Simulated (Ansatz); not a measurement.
Geometry optimisation, RKS r2SCANh-D4/def2-SVP (Ansatz).

Input file:

```yaml
crystal:
  periodic: [false, false, false]
  atoms:
    - { symbol: O, position_ang: [-1.9613, 0.2932, 1.367] }
    - { symbol: Si, position_ang: [-0.8974, 0.1937, 0.0591] }
    - { symbol: Sn, position_ang: [1.3458, -0.8206, 0.3873] }
    - { symbol: O, position_ang: [-0.7053, 1.6843, -0.7934] }
    - { symbol: P, position_ang: [-1.6064, 0.6806, -1.9834] }
    - { symbol: H, position_ang: [-1.4934, 0.7869, 2.0793] }
    - { symbol: H, position_ang: [2.3225, 0.1678, 1.5221] }
    - { symbol: H, position_ang: [1.2395, -2.42, 1.0465] }
    - { symbol: H, position_ang: [2.2148, -0.8798, -1.095] }
    - { symbol: H, position_ang: [-0.3757, 0.2628, -2.5865] }
basis:
  gaussian: { orbitals: def2-SVP }
hamiltonian:
  xc: r2scanh
  dispersion: d4
relax:
  f_tol: 0.015
  max_steps: 40
```

Run as:

```bash
$ ansatz run input.yaml --threads 2 --pin off --max-ram 3072MiB --backend cpu --events-out ev --progress --plain --runs-dir out
```

Q: Where does it end, and by what steps?

A: It converged. The force dipped under the threshold on the way, but the program's further checks kept it going. After 21 steps the energy has fallen by 0.251 eV; H10 moved furthest, 0.38 Å.

```json
{"step": "0", "energy less start (eV)": "0.0000", "largest force component (eV/Å)": "1.438", "accepted": "yes"}
{"step": "1", "energy less start (eV)": "-0.0582", "largest force component (eV/Å)": "1.161", "accepted": "yes"}
{"step": "2", "energy less start (eV)": "-0.1660", "largest force component (eV/Å)": "1.105", "accepted": "yes"}
{"step": "3", "energy less start (eV)": "-0.1359", "largest force component (eV/Å)": "1.748", "accepted": "no"}
{"step": "4", "energy less start (eV)": "-0.2359", "largest force component (eV/Å)": "0.398", "accepted": "yes"}
{"step": "5", "energy less start (eV)": "-0.2456", "largest force component (eV/Å)": "0.146", "accepted": "yes"}
{"step": "6", "energy less start (eV)": "-0.2341", "largest force component (eV/Å)": "0.244", "accepted": "no"}
{"step": "7", "energy less start (eV)": "-0.2487", "largest force component (eV/Å)": "0.033", "accepted": "yes"}
{"step": "8", "energy less start (eV)": "-0.2492", "largest force component (eV/Å)": "0.034", "accepted": "yes"}
{"step": "9", "energy less start (eV)": "-0.2494", "largest force component (eV/Å)": "0.191", "accepted": "yes"}
{"step": "10", "energy less start (eV)": "-0.2498", "largest force component (eV/Å)": "0.040", "accepted": "yes"}
{"step": "11", "energy less start (eV)": "-0.2497", "largest force component (eV/Å)": "0.078", "accepted": "no"}
{"step": "12", "energy less start (eV)": "-0.2502", "largest force component (eV/Å)": "0.013", "accepted": "yes"}
{"step": "13", "energy less start (eV)": "-0.2503", "largest force component (eV/Å)": "0.074", "accepted": "yes"}
{"step": "14", "energy less start (eV)": "-0.2505", "largest force component (eV/Å)": "0.030", "accepted": "yes"}
{"step": "15", "energy less start (eV)": "-0.2506", "largest force component (eV/Å)": "0.021", "accepted": "yes"}
{"step": "16", "energy less start (eV)": "-0.2507", "largest force component (eV/Å)": "0.036", "accepted": "yes"}
{"step": "17", "energy less start (eV)": "-0.2507", "largest force component (eV/Å)": "0.029", "accepted": "yes"}
{"step": "18", "energy less start (eV)": "-0.2508", "largest force component (eV/Å)": "0.027", "accepted": "yes"}
{"step": "19", "energy less start (eV)": "-0.2508", "largest force component (eV/Å)": "0.022", "accepted": "yes"}
{"step": "20", "energy less start (eV)": "-0.2508", "largest force component (eV/Å)": "0.017", "accepted": "yes"}
{"step": "21", "energy less start (eV)": "-0.2509", "largest force component (eV/Å)": "0.013", "accepted": "yes"}
```

```xyz
10
Properties=species:S:1:pos:R:3
O -1.835 0.446 1.320
Si -0.827 0.345 0.014
Sn 1.420 -0.793 0.445
O -0.675 1.720 -0.945
P -1.691 0.673 -1.954
H -1.459 0.693 2.171
H 2.219 -0.034 1.755
H 1.196 -2.439 0.840
H 2.377 -0.665 -0.959
H -0.643 0.005 -2.685
```

Time of the run: 2.3 min on 2 threads of Arm Neoverse V2, on a shared host, peak memory 0.33 GiB.
